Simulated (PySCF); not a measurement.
Species: C6H11N3.
SMILES with atom numbers: `[CH3:1][c:2]1[cH:3][n:4][n:5]([CH:6]([CH3:7])[CH3:8])[n:9]1` (hydrogens: H10, H11, H12 on C1; H13 on C3; H14 on C6; H15, H16, H17 on C7; H18, H19, H20 on C8)

All values: CAM-B3LYP/def2-SVPD (PySCF, non-relativistic), on one gas-phase PBE0-D3(BJ)/def2-SVP geometry that isn't relaxed in the solvent. The solvent is an IEF-PCM continuum (van der Waals radii × 1.2), and excitations are vertical TDDFT with non-equilibrium linear response and a frozen core. The model holds no explicit solvent molecules, cavitation or dispersion.

Gas-phase singlets (H = HOMO, L = LUMO):

```tsv
state	E (eV)	λ (nm)	f	leading configurations
S1	6.404	194	0.197	H→L 93%
S2	6.588	188	0.000	H-2→L 97%
S3	7.133	174	0.002	H→L+1 69%, H→L+2 22%
S4	7.382	168	0.001	H-1→L 54%, H→L+5 33%
S5	7.428	167	0.012	H-3→L 85%
```

Q: What are the lowest 5 singlets in chloroform (ε = 4.711)?

A: 
```tsv
state	E (eV)	λ (nm)	f	leading configurations	change by rank (eV)
S1	6.284	197	0.264	H→L 95%	-0.120
S2	6.673	186	0.000	H-2→L 97%	+0.085
S3	7.171	173	0.005	H→L+1 79%, H→L+2 11%	+0.038
S4	7.347	169	0.002	H-1→L 54%, H→L+5 21%, H→L+3 19%	-0.035
S5	7.448	166	0.016	H-3→L 84%	+0.020
```

Q: The ground-state energy changes by -0.161 eV from gas to chloroform. By how much does the total energy of gas-phase S1 change?

A: E(S1) = E(S0) + excitation energy, so it changes by -0.161 − 0.120 = -0.281 eV: it is lowered more than the ground state, which is what a red shift means. This is the vertical state, with the slow part of the continuum still set for S0.

Q: How do the frontier levels move from gas to chloroform?

A: 
```csv
orbital,gas (eV),solvent (eV),change (eV),"Löwdin shares, gas","Löwdin shares, solvent"
LUMO+2,1.68,1.82,+0.14,"C1 26 %, H12 10 %, H11 9 %, C3 7 %","C1 24 %, H12 9 %, H11 8 %, C7 8 %"
LUMO+1,1.40,1.49,+0.09,"C8 14 %, C7 14 %, C3 8 %, C1 8 %","C3 11 %, C8 11 %, C7 11 %, C1 10 %"
LUMO,1.22,1.10,-0.12,"N4 27 %, N9 21 %, N5 21 %, C3 12 %","N4 27 %, N9 22 %, N5 21 %, C3 12 %"
HOMO,-8.45,-8.49,-0.04,"N5 24 %, C2 23 %, C3 20 %, N9 6 %","N5 24 %, C2 23 %, C3 20 %, C1 6 %"
HOMO-1,-9.52,-9.68,-0.16,"N9 32 %, N4 31 %, C3 14 %, N5 10 %","N9 32 %, N4 31 %, C3 14 %, N5 10 %"
HOMO-2,-9.82,-10.05,-0.23,"N4 41 %, N9 38 %, C3 5 %, N5 5 %","N4 42 %, N9 36 %, C3 5 %, N5 5 %"
HOMO-3,-10.45,-10.56,-0.11,"N9 27 %, N4 19 %, C2 12 %, C3 12 %","N9 26 %, N4 15 %, C2 12 %, C3 11 %"
```

The HOMO–LUMO gap goes from 9.67 to 9.59 eV.

Shape of the structure used: `[CH3:1][c:2]1[cH:3][n:4][n:5]([CH:6]([CH3:7])[CH3:8])[n:9]1`: N4–N5–C6–C7 -59°.
